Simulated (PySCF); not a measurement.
**Shifts of the heteroatoms**

Structure with atom numbers: `[CH3:1][C@@H:2]([O:3][SiH3:4])[C@@H:5]1[C@H:6]([F:7])[C@@H:8]1[F:9]` (H(Xn): hydrogen on atom n).

Computed data (PySCF): GFN2-xTB geometry, shieldings: GIAO PBE0/pcSseg-1. Single conformer, fast rotation and ring inversion assumed for equivalent nuclei, in vacuum, no relativistic terms.

(1) Where does ¹⁹F resonate?

(2) Predict the ²⁹Si NMR data.

(3) Predict the ¹⁷O NMR data.

## Answers

(1) 
| atoms | environment | σ (ppm) | δ (ppm) |
| --- | --- | --- | --- |
| F7 | fluorine on an sp3 carbon | 439.3 | -235.8 |
| F9 | fluorine on an sp3 carbon | 446.0 | -241.9 |

Shieldings were converted by a linear fit to measured shifts: ¹⁹F (scatter 6.0 ppm rms, 7.0 ppm with the 5 outliers that the fit left out vs CFCl3, solution or neat liquid, with a term for F on sp3 carbon). A few per cent of atoms miss by over 2 rms, more outside the fitted compound classes.

On a 300 MHz spectrometer ¹⁹F resonates near 282.3 MHz, so 1 ppm is 282.3 Hz.

(2) 
| atoms | environment | σ (ppm) | δ (ppm) |
| --- | --- | --- | --- |
| Si4 | silicon bonded to O, 3 H | 389.2 | -39.9 |

Shieldings were converted by a linear fit to measured shifts: ²⁹Si: δ = 279.94 − 0.822σ (rms 8.9 ppm, 72 shifts, 25.8 ppm with the 6 outliers that the fit left out vs TMS, solution or neat liquid). A few per cent of atoms miss by over 2 rms, more outside the fitted compound classes.

On a 400 MHz spectrometer ²⁹Si resonates near 79.5 MHz, so 1 ppm is 79.5 Hz.

(3) 
| atoms | environment | σ (ppm) | δ (ppm) |
| --- | --- | --- | --- |
| O3 | oxygen bonded to C, Si | 305.8 | -11.8 |

Shieldings were converted by a linear fit to measured shifts: ¹⁷O (scatter 10.7 ppm rms, 12.2 ppm with the 3 outliers that the fit left out vs liquid water, solution or neat liquid). A few per cent of atoms miss by over 2 rms, more outside the fitted compound classes.

On a 400 MHz spectrometer ¹⁷O resonates near 54.2 MHz, so 1 ppm is 54.2 Hz.
